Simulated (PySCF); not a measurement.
Point-charge models of `C[C@@H]([Si@H](O)NC)CC` against its computed dipole.

Coordinates (PBE0-D3(BJ)/def2-SVP, Å) and charges (e) from the PBE0/pcSseg-1 density (PySCF):

| atom | x | y | z | Mulliken | IAO | Hirshfeld | ESP-fitted |
| --- | --- | --- | --- | --- | --- | --- | --- |
| C1 | -2.834 | 0.627 | -0.701 | -0.2618 | -0.4071 | -0.1152 | -0.2820 |
| C2 | -1.345 | 0.338 | -0.837 | -0.2542 | -0.2358 | -0.0644 | +0.1380 |
| C3 | -0.721 | -0.401 | 0.355 | -0.6180 | -0.4022 | -0.1141 | -0.0795 |
| C4 | -1.335 | -1.780 | 0.600 | -0.2418 | -0.4061 | -0.1174 | -0.2349 |
| Si5 | 1.148 | -0.555 | 0.158 | +1.0726 | +1.2004 | +0.4221 | +0.6232 |
| O6 | 1.848 | -1.504 | 1.345 | -0.5722 | -0.7880 | -0.3159 | -0.6551 |
| N7 | 1.798 | 1.044 | 0.200 | -0.7210 | -0.6813 | -0.2469 | -0.7212 |
| C8 | 3.163 | 1.394 | -0.108 | -0.0969 | -0.2895 | -0.0664 | -0.0198 |
| H9 | -3.427 | -0.298 | -0.637 | +0.1168 | +0.1336 | +0.0376 | +0.0738 |
| H10 | -3.042 | 1.217 | 0.206 | +0.1068 | +0.1302 | +0.0357 | +0.0640 |
| H11 | -3.209 | 1.197 | -1.565 | +0.1170 | +0.1376 | +0.0397 | +0.0693 |
| H12 | -0.811 | 1.291 | -0.999 | +0.1101 | +0.1183 | +0.0312 | -0.0253 |
| H13 | -1.168 | -0.251 | -1.755 | +0.1222 | +0.1259 | +0.0346 | -0.0150 |
| H14 | -0.881 | 0.216 | 1.263 | +0.1294 | +0.1238 | +0.0293 | +0.0236 |
| H15 | -1.249 | -2.416 | -0.297 | +0.1135 | +0.1317 | +0.0379 | +0.0674 |
| H16 | -0.821 | -2.305 | 1.419 | +0.1231 | +0.1430 | +0.0369 | +0.0605 |
| H17 | -2.404 | -1.721 | 0.860 | +0.1211 | +0.1307 | +0.0354 | +0.0681 |
| H18 | 1.486 | -1.309 | -1.086 | -0.1364 | -0.1718 | -0.0931 | -0.1074 |
| H19 | 1.913 | -1.079 | 2.206 | +0.2384 | +0.3533 | +0.1647 | +0.4094 |
| H20 | 1.152 | 1.825 | 0.189 | +0.2008 | +0.2542 | +0.1106 | +0.3475 |
| H21 | 3.309 | 1.745 | -1.147 | +0.1073 | +0.1221 | +0.0331 | +0.0449 |
| H22 | 3.814 | 0.517 | 0.031 | +0.1144 | +0.1438 | +0.0468 | +0.0956 |
| H23 | 3.549 | 2.180 | 0.565 | +0.1089 | +0.1333 | +0.0376 | +0.0550 |

**Question.** Form Σ q r in debye for every column and set it beside the full dipole.

**Answer.** The full density gives (-0.43, 2.22, 0.58) D, 2.34 D in size; dipole vectors point from the negative to the positive end.

```
    scheme     μx    μy     μz  size (D)  share of the full size (%)  angle to the full dipole (°)
  Mulliken   0.51  0.89  -0.96      1.40                          60                            68
       IAO  -0.10  1.91  -0.51      1.98                          85                            30
 Hirshfeld   0.03  1.16   0.15      1.17                          50                            14
ESP-fitted  -0.42  2.19   0.57      2.30                          98                             0
```

**Question.** Which set comes closest?

**Answer.** Length of the difference vector: ESP-fitted 0.04 D, IAO 1.18 D, Hirshfeld 1.24 D, Mulliken 2.24 D. Closest: ESP-fitted. ESP charges are fitted to the potential around the molecule, whose slowest-falling term is the dipole's. The schemes that divide the density aren't constrained to reproduce the dipole.

**Question.** What is left for the Hirshfeld atoms' own dipoles?

**Answer.** The Hirshfeld atoms' densities add up to the full density, so μ = Σ q r + Σ (atomic dipoles). The atomic dipoles sum to (-0.43, 2.22, 0.58) − (0.03, 1.16, 0.15) = (-0.46, 1.06, 0.43) D, 1.24 D in size.

**Question.** With the origin at the mean of the coordinates, (-0.003, -0.001, 0.011) Å, which are the largest single terms, by size, of the Hirshfeld dipole along the direction of the full one?

**Answer.** O6 +2.18, Si5 -1.42, N7 -0.84, H20 +0.83, H18 +0.80 D; all 23 atoms together +1.14 D. The single terms depend on the origin, their sum doesn't.

**Question.** Give the size of the full dipole in other units.

**Answer.** 2.34 D = 0.920 au = 0.487 e·Å = 7.80 × 10⁻³⁰ C·m.

Geometry: PBE0-D3(BJ)/def2-SVP, one conformer, isolated molecule.

The values belong to the conformer `[CH3:1][CH2:2][C@@H:3]([CH3:4])[Si@H:5]([OH:6])[NH:7][CH3:8]`: C1–C2–C3–C4 61°, C2–C3–Si5–O6 -173°, C3–Si5–N7–C8 -171°, H–O6–Si5–C3 -75°.
